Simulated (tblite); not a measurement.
Species: C₅H₇O₂ (doublet state).
SMILES with atom numbers: `[CH2:1][O:2]/[CH:3]=[CH:4]/[C:5]([CH3:6])=[O:7]` (hydrogens: H8, H9 on C1; H10 on C3; H11 on C4; H12, H13, H14 on C6)

Structure used (GFN2-xTB), in Å, numbered top down from 1:
```
atom  x, y, z in Å
C1    -3.2424   -0.1261    0.7016
O2    -1.9548   -0.3010    0.9232
C3    -1.0320    0.0296    0.0307
C4     0.2942   -0.1438    0.2659
C5     1.2785    0.2400   -0.7311
C6     2.7146   -0.0012   -0.3228
O7     0.9788    0.7200   -1.8111
H8    -3.8965   -0.4210    1.4965
H9    -3.5987    0.2993   -0.2205
H10   -1.3616    0.4557   -0.9126
H11    0.6296   -0.5637    1.2008
H12    2.8660   -1.0590   -0.1187
H13    2.9389    0.5570    0.5838
H14    3.3847    0.3137   -1.1176
```

The geometry is computed with GFN2-xTB (gas phase). This method treats the open shell by occupation alone, without spin polarisation.

Take the most abundant isotopes and a rigid rotor. The values belong to one conformer with, in the numbering `[CH2:1][O:2]/[CH:3]=[CH:4]/[C:5]([CH3:6])=[O:7]`, H–C1–O2–C3 -179° and 0°, C1–O2–C3–C4 180°, C3–C4–C5–C6 179°.

Task: What are A, B and C (MHz)?

Result: Ia = 56.07, Ib = 424.60, Ic = 477.53 u·Å²; 505379 MHz·u·Å²/I gives A = 9013, B = 1190, C = 1058 MHz.

Task: Classify the top.

Result: A near-prolate asymmetric top. Ray's parameter κ = (2B − A − C)/(A − C) = -0.967; −1 is the prolate and +1 the oblate limit.

Task: Is it planar, by Δ = Ic − Ia − Ib?

Result: Not planar: Δ = Ic − Ia − Ib = -3.14 u·Å². For a rigid frame Δ = −2 Σ m c², so Σ m c² = 1.57 u·Å² lies off the ab plane, practically all of it from hydrogen. The atom farthest from that plane is 0.89 Å away.

Task: Give the other two planar moments, Paa and Pbb, and the rms extents of the mass along the axes.

Result: Paa = Σ m a² = (Ib + Ic − Ia)/2 = 423.03 and Pbb = Σ m b² = (Ia + Ic − Ib)/2 = 54.50 u·Å². With the mass M = 99.04 u, the rms extents √(P/M) along a, b and c are 2.07, 0.74, 0.13 Å.

Task: Estimate the classical rotational partition function at 25 K, 298.15 K and 500 K.

Result: Point group Cs, symmetry number σ = 1; q = (√π/σ)·√((kT/h)³/(ABC)), k/h = 20836.6 MHz/K: 6250 at 25 K, 258000 at 298.15 K, 559000 at 500 K.

For this open shell read J as N, the rotation without spin; fine and hyperfine splittings come on top. Its GFN2-xTB frequencies are all real (lowest 86 cm⁻¹). Zero-point vibration and centrifugal distortion are left out.
